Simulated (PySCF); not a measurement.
Species: C4H5S3 (charge +1).
SMILES with atom numbers: `[CH3:1][S:2][c+:3]1[s:4][cH:5][cH:6][s:7]1` (hydrogens: H8, H9, H10 on C1; H11 on C5; H12 on C6)

Computed geometry: GFN2-xTB, gas phase.

Question: List the bond lengths, angles and torsions at this level.

Answer: 
```json
{"bond": "C1–S2", "length (Å)": "1.809"}
{"bond": "S2–C3", "length (Å)": "1.710"}
{"bond": "C3–S4, C3–S7", "length (Å)": "1.720"}
{"bond": "S4–C5, C6–S7", "length (Å)": "1.726"}
{"bond": "C5–C6", "length (Å)": "1.339"}
{"bond": "C1–H8, C1–H9, C1–H10", "length (Å)": "1.087"}
{"bond": "C5–H11, C6–H12", "length (Å)": "1.076"}
```

Bonds in one row agree within 0.01 Å and their mean is given. A selection of angles:
```json
{"angle": "S2–C1–H8", "degrees": "110.0"}
{"angle": "S2–C1–H10", "degrees": "106.0"}
{"angle": "H8–C1–H9", "degrees": "111.2"}
{"angle": "H8–C1–H10", "degrees": "109.7"}
{"angle": "C1–S2–C3", "degrees": "101.8"}
{"angle": "S2–C3–S4", "degrees": "119.9"}
{"angle": "S2–C3–S7", "degrees": "124.2"}
{"angle": "S4–C3–S7", "degrees": "115.9"}
{"angle": "C3–S4–C5", "degrees": "94.8"}
{"angle": "S4–C5–C6", "degrees": "117.3"}
{"angle": "S4–C5–H11", "degrees": "117.6"}
{"angle": "C6–C5–H11", "degrees": "125.0"}
```

Dihedral angles: C1–S2–C3–S4 -179° (antiperiplanar).

C5 (aromatic CH next to a ring sulfur) is planar (angles 125.0°, 117.6° and 117.3°, sum 360.0°, 0.00 Å off the plane of its three neighbours). The 7 heavy atoms lie in one plane (0.011 Å rms). Of the pairs four or more bonds apart, S7···H8 is among the closest relative to their van der Waals radii: 2.91 Å, 97 % of the sum of Bondi's values. S4 (ring sulfur) is bent (angle 94.8°). S2 (sulfur bonded to 2 C) is bent (angle 101.8°). The C–S distances run from 1.710 Å (S2–C3, drawn single) to 1.809 Å (C1–S2, drawn single), a spread of 0.099 Å. The 5-membered ring C3–S4–C5–C6–S7 has internal angles of 94.8° to 117.3°; it is planar, 0.00 Å rms from its mean plane, widest ring torsion 0°.

Not checked by GFN2-xTB frequencies.

One conformer stands for the species.
